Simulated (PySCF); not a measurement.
## Level sweep

Compound: C2H9GeNOSi.
SMILES: `C(=O)([SiH2][NH][GeH3])C`

PySCF, dipoles from the SCF density, polarisabilities from static response with core orbitals frozen. One conformer (not necessarily the lowest) at the PBE0-D3(BJ)/def2-SVP geometry, without solvent, vibrations or thermal averaging. The LDA/def2-SVPD calculation is non-relativistic and has no spin–orbit coupling, an omission that weighs most on germanium.

The anisotropy is √(½[(α1 − α2)² + (α2 − α3)² + (α3 − α1)²]).

```tsv
level	μ (D)	α (au)	anisotropy (au)
LDA/def2-SVPD	3.569	101.01	33.51
PBE/def2-SVPD	3.454	99.00	33.00
B3LYP/def2-SVPD	3.646	94.62	29.11
PBE0/def2-SVPD	3.645	93.75	28.84
BHandHLYP/def2-SVPD	3.850	89.89	25.79
CAM-B3LYP/def2-SVPD	3.764	92.55	27.20
wB97X-D/def2-SVPD	3.736	92.50	27.18
LC-wPBE/def2-SVPD	3.773	90.12	26.09
HF/def2-SVPD	4.084	85.05	22.45
PBE0/6-31G*	3.478	76.82	26.92
PBE0/def2-SVP	3.425	81.16	25.71
PBE0/aug-cc-pVDZ	3.563	95.79	29.92
PBE0/def2-TZVP	3.572	90.24	28.31
```

The dipole runs from 3.42 D (PBE0/def2-SVP) to 4.08 D (HF/def2-SVPD). No reference polarisability is at hand; against PBE0 in the largest diffuse basis at hand (aug-cc-pVDZ) the other PBE0 rows deviate by 6-31G* -20%, def2-SVP -15%, def2-SVPD -2%, def2-TZVP -6%. In one basis (def2-SVPD) the functionals order the polarisability from HF (lowest) to LDA (highest), a spread of 19%. With PBE0 the polarisability is 82.74 au without diffuse functions (mean of 6-31G*, def2-SVP and def2-TZVP) and 94.77 au with them (mean of def2-SVPD and aug-cc-pVDZ).
